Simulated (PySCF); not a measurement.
**Electronic absorption of C7H14Si**

Compound: C7H14Si.
Cartesian coordinates in Å at the PBE0-D3(BJ)/def2-SVP level; atoms count from 1:
```
atom  x, y, z in Å
C1    -2.2860   -1.1623   -0.5501
C2    -1.3564   -0.1108    0.0439
C3    -1.4634    1.2149   -0.7006
C4     0.0922   -0.6333    0.1235
C5     1.0391    0.3177    0.8125
C6     2.1668    0.7123    0.2039
C7     2.4910    0.1873   -1.1701
Si8    1.0213   -0.9682   -1.5192
H9    -2.0352   -1.3627   -1.6052
H10   -3.3356   -0.8313   -0.5178
H11   -2.2158   -2.1155   -0.0031
H12   -1.6836    0.0705    1.0861
H13   -0.7991    1.9760   -0.2642
H14   -2.4934    1.6025   -0.6678
H15   -1.1889    1.1005   -1.7623
H16    0.0604   -1.5793    0.6967
H17    0.7828    0.6859    1.8140
H18    2.8567    1.4071    0.6969
H19    3.4561   -0.3478   -1.1808
H20    2.5885    1.0044   -1.9057
H21    0.2657   -0.6026   -2.7572
H22    1.4322   -2.4006   -1.6498
```

Computed, not measured: TDDFT CAM-B3LYP/def2-SVPD, vertical, gas phase, core orbitals frozen in the response in PySCF 2.14.0, density-fitted response routines.

Task: List the vertical singlet excitations with oscillator strengths and describe the spectrum.

Result: 

| state | λ (nm) | E (eV) | f | \|μ\| (D) | main configurations (H = HOMO, L = LUMO) |
| --- | --- | --- | --- | --- | --- |
| S1 | 184.2 | 6.73 | 0.0064 | 0.50 | H→L (73%), H→L+3 (11%), H→L+1 (10%) |
| S2 | 178.8 | 6.93 | 0.202 | 2.77 | H→L+1 (51%), H→L+2 (30%), H→L (8%) |
| S3 | 171.0 | 7.25 | 0.018 | 0.81 | H-1→L+1 (47%), H-1→L+2 (30%), H-1→L (8%) |
| S4 | 169.8 | 7.30 | 0.0034 | 0.35 | H→L+2 (53%), H→L+1 (24%) |
| S5 | 163.2 | 7.60 | 0.0007 | 0.15 | H→L+4 (53%), H→L+6 (19%), H→L+5 (15%) |
| S6 | 162.0 | 7.65 | 0.015 | 0.71 | H→L+6 (50%), H→L+4 (28%) |
| S7 | 160.2 | 7.74 | 0.011 | 0.61 | H-1→L (68%), H-1→L+1 (9%) |
| S8 | 157.0 | 7.90 | 0.0058 | 0.44 | H-2→L+1 (22%), H-2→L+2 (14%), H-1→L+1 (14%) |
| S9 | 156.7 | 7.91 | 0.0042 | 0.38 | H→L+3 (19%), H→L+5 (15%), H→L+7 (9%) |
| S10 | 155.2 | 7.99 | 0.0099 | 0.57 | H-1→L+2 (41%), H-2→L+2 (14%), H-2→L+1 (14%) |

Triplets, Tamm–Dancoff:

| state | E (eV) | λ (nm) | main configurations (H = HOMO, L = LUMO) |
| --- | --- | --- | --- |
| T1 | 4.29 | 289.2 | H→L+2 (46%), H→L+1 (40%) |
| T2 | 6.62 | 187.4 | H→L (73%), H→L+3 (12%), H→L+1 (8%) |
| T3 | 7.06 | 175.6 | H-1→L+1 (52%), H-1→L+2 (20%) |
| T4 | 7.19 | 172.5 | H→L+2 (34%), H→L+1 (30%), H-1→L+2 (10%) |

The lowest singlet lies at 6.73 eV (184 nm, vacuum ultraviolet) and is weak; its leading configuration is HOMO→LUMO (73%). The strongest level in the table is S2 at 6.93 eV (179 nm, f = 0.202). Löwdin shares by element: HOMO carbon 79% or more (atoms not listed hold the other 21%); LUMO silicon 21%, carbon 20% or more (atoms not listed hold the other 58%). Orbital energies (eV): HOMO-3 -10.52, HOMO-2 -10.02, HOMO-1 -9.27, HOMO -8.35, LUMO 1.24, LUMO+1 1.45, LUMO+2 1.64. Weighted by f, the mean energy of these states is 7.10 eV. Of the 10 states listed, 4 reach f = 0.01 and none stays under 0.0005. All these states lie below the vertical ionisation energy of 9.02 eV (ΔSCF). The window holds the lowest 10 singlets.

One conformer stands for the species.
